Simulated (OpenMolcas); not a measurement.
**Pd III: effect of the active space**

```json
{
 "Program": "OpenMolcas 26.06",
 "Method": "SS-CASPT2, IPEA 0.25 Eh, imaginary shift 0.1 Eh",
 "Basis": "ANO-RCC-VQZP",
 "Scalar Hamiltonian": "DKH2, point nucleus",
 "Spin-orbit coupling": "state interaction with AMFI integrals over the reference wave functions, term energies averaged over their components"
}
```

A. 8 electrons in 5 orbitals (4d); 2S+1 = 3 even, 10 roots; 2S+1 = 1 even, 15 roots; closed shells correlated: 4s 4p; CASPT2 step about 9 core-seconds
B. 8 electrons in 6 orbitals (4d 5s); 2S+1 = 3 even, 55 roots; 2S+1 = 5 even, 10 roots kept (CI in the orbitals of an earlier block); 2S+1 = 1 even, 43 roots kept (CI in the orbitals of an earlier block); closed shells correlated: 4s 4p; CASPT2 step about 70 core-seconds
C. 8 electrons in 10 orbitals (4d 5d); 2S+1 = 3 even, 10 roots; 2S+1 = 1 even, 15 roots; closed shells correlated: 4s 4p; CASPT2 step roughly 9 core-minutes

Energies in eV above 4d8 3F4, the measured ground level; measured values from Moore, Atomic Energy Levels, vol. III, NSRDS-NBS 35 (1971 reprint of NBS Circular 467, 1958).

```
  Level       A       B       C  Measured
4d8 3F4  0.0000  0.0000  0.0000    0.0000
4d8 3F3   0.391   0.411   0.392    0.4004
4d8 3F2   0.562   0.584   0.566    0.5812
4d8 3P1   1.714   1.687   1.722    1.6701
4d8 3P0   1.744   1.717   1.748    1.6985
4d8 1G4   2.224   2.234   2.252    2.2169
4d8 1S0   5.141   5.147   5.195
```

Deviations, from unrounded energies. A percentage is the sum of absolute deviations over the sum of measured energies, with the sign that they share, or ± where signs differ.

```tsv
Against measurement	Levels	A	B	C
mean absolute deviation (cm-1)	5	200	110	260
fine structure of the ground term (%)	2	-2.8	+1.3	-2.3
other terms of the ground configuration (%)	3	+1.7	+0.9	+2.4
```

B lies closest to measurement on these levels and C furthest from it. The largest miss of B in the table is 4d8 3P0, by +150 cm-1. The ranking rests on the paired levels alone, and a cruder setting can come out closer through cancelling errors.

The two smallest mean deviations differ by little beside CASPT2's spread within terms, so their order carries little weight.

Among A to C the level of the table that moves most is 4d8 1S0, by 440 cm-1 (lowest in A, highest in C). Moves below CASPT2's spread within the term are not significant.

CASPT2 does not keep the components of a term degenerate, so their means are used; among the terms shown or strongly mixed into the levels shown the widest spread is 930 cm-1 (4d8 1G, B). Levels of configurations with an s electron are missing; early in the row they begin among the upper levels of the d shell and mix with terms of their name (holds for A). Terms from blocks run as CI alone lack orbitals of their own (holds for B). Active for correlation alone: 5d; no level in the range computed is led by a configuration that fills it, so any true level of that kind is missing (holds for C). Computed and measured levels are paired by configuration, term and J; levels that our copy of the source lacks, or whose pairing is in doubt (as where it misses far off the trend of its configuration), stay unpaired and out of the deviations. Only configurations of the active space appear. Levels that lie high or do not pair safely by name in every column are left out.
